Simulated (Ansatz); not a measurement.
Ideal-gas functions of `C[O][Ti]([Cl])([Cl])[Cl]` at 800 K and 1 bar, from an Ansatz frequency run at PBE0-D4/def2-TZVP.

Molar mass 185.26 g/mol, point group C3v (symmetry number 3), electronic degeneracy 1, moments of inertia 460.275, 482.137, 482.149 u Å². Harmonic wavenumbers (cm⁻¹, unscaled): 39, 39, 57, 115, 115, 135, 222, 222, 394, 497, 498, 646, 1165, 1165, 1232, 1471, 1479, 1479, 3040, 3126, 3127.

Use S(trans) = R[1.5 ln M + 2.5 ln T − 1.1517]; rotational temperatures θ = 24.2544 K / I; S(rot) = R[ln(√π/σ · √(T³/θAθBθC)) + 1.5]; for each mode x = 1.438777 ν̃/T, S = R[x/(eˣ − 1) − ln(1 − e⁻ˣ)] and H = RT x/(eˣ − 1); 1 cm⁻¹ = 0.0119627 kJ/mol; R = 8.31446 J/(mol·K).

Q: By hand: the entropy, in J/(mol·K).

A: Translation 194.5. Rotation: θ = 0.0527, 0.0503, 0.0503 K, giving 128.6. Vibration, mode by mode: 30.41, 30.41, 27.26, 21.43, 21.43, 20.10, 16.00, 16.00, 11.35, 9.52, 9.50, 7.52, 3.54, 3.54, 3.22, 2.29, 2.27, 2.27, 0.23, 0.20, 0.20, in all 238.7. Electronic 0.0. Sum 561.8 J/(mol·K).

Q: By hand: H − E and G − E in kJ/mol, counted from the electronic energy.

A: Zero-point energy ½ × 20263 × 0.0119627 = 121.2; thermal vibration 74.3; translation, rotation and pV give 4 RT = 26.6. H − E = 222.1 kJ/mol, and G − E = 222.1 − 800 × 561.8/1000 = -227.3 kJ/mol.

Vibration gives 42 % of the entropy, 151.0 J/(mol·K) of it from the modes under 150 cm⁻¹: soft modes count most, and the harmonic formula is weakest for them. The sum counts one conformer and one mirror image; others add a mixing term.
